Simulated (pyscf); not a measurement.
# •O–AlH₂ (SMILES [O][AlH2]), doublet

Gas-phase minimum from PySCF at ωB97X-D3(BJ)/def2-SVP, one conformer. •O–AlH₂ lies 34.3 kcal/mol over its isomer [HO–AlH]•, and others may lie lower still (electronic energy, ωB97M-D3(BJ)). 

SMILES: [O][AlH2]
```xyz
4

O      1.6348    -0.7306    -0.5822
Al     0.0704    -0.0029    -0.8462
H      0.0275     1.5738    -0.8025
H     -1.1221    -1.0050    -1.0975
```
Charge 0, spin multiplicity 2.

Bonded distances (Å): O1–Al2 1.745, Al2–H3 1.578, Al2–H4 1.578. Bond angles (°): O1–Al2–H3 115.9, O1–Al2–H4 115.9, H3–Al2–H4 128.2.

Properties at ωB97X-D3(BJ)/def2-SVP:

```json
{
 "harmonic_wavenumbers_unscaled": "429, 613, 728, 833, 1991, 2002 cm⁻¹",
 "zero_point_energy": "9.4 kcal/mol",
 "rotational_symmetry_number": "2",
 "Entropy of this conformer at 298 K and 1 atm, rigid rotor and harmonic oscillator, modes under 100 cm⁻¹ raised to 100": "247.7 J/(mol K)",
 "dipole_moment": "1.60 D",
 "Spin expectation value S2": "0.754"
}
```

Single-point totals, which compare only within one level (frozen core for MP2 and CC):

```
level                   total energy (hartree)
----------------------  ----------------------
ωB97X-D3(BJ)/def2-TZVP              -318.87352
PBE/def2-TZVP                       -318.61674
r²SCAN/def2-TZVP                    -318.77536
B3LYP-D3(BJ)/def2-TZVP              -318.87156
PBE0-D3(BJ)/def2-TZVP               -318.64136
M06-2X/def2-TZVP                    -318.78403
ωB97M-D3(BJ)/def2-TZVP              -318.89505
UHF/def2-TZVPP                      -317.96963
MP2/def2-TZVPP                      -318.23780
CCSD/def2-TZVPP                     -318.26546
CCSD(T)/def2-TZVPP                  -318.27349
```

The CCSD(T) − MP2 part came from Ansatz, without density fitting, on the same reference.
